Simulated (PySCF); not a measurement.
**How methods differ on the ionisation energy of S²⁺**

S²⁺ [Ne] 3s2 3p2 (3P) → S³⁺ [Ne] 3s2 3p1 (2P), as a difference of total energies. Calculation: PySCF 2.14, in an even-tempered Gaussian basis (21 s from 0.028 bohr⁻², ratio 2.5; 14 p from 0.036 bohr⁻², ratio 2.5; 6 d from 0.67 bohr⁻², ratio 2.7; 5 f from 1 bohr⁻², ratio 2.7); scalar relativity by spin-free X2C-1e. Correlated levels: outer shells: 1s2 frozen; virtual orbitals above 40 to 60 times the deepest correlated orbital energy dropped. The calculations carry no spin-orbit coupling.

```csv
method,ionisation energy (eV)
UHF,34.145
LDA,34.868
PBE,34.825
PBE0,34.866
r2SCAN,35.014
M06,34.642
M06-2X,34.648
MP2 (outer shells),34.616
SCS-MP2 (outer shells),34.520
```

**Question.** How much does correlation contribute at MP2 (outer shells)?

**Answer.** 34.616 − (34.145) = 0.471 eV, measured against UHF.

A first-order spin-orbit estimate (lowest level to lowest level, LS coupling) adds -0.009 eV.

For comparison: 34.86 ± 0.04 eV (semi-empirical (NIST evaluation); NIST Atomic Spectra Database, ionization energies).
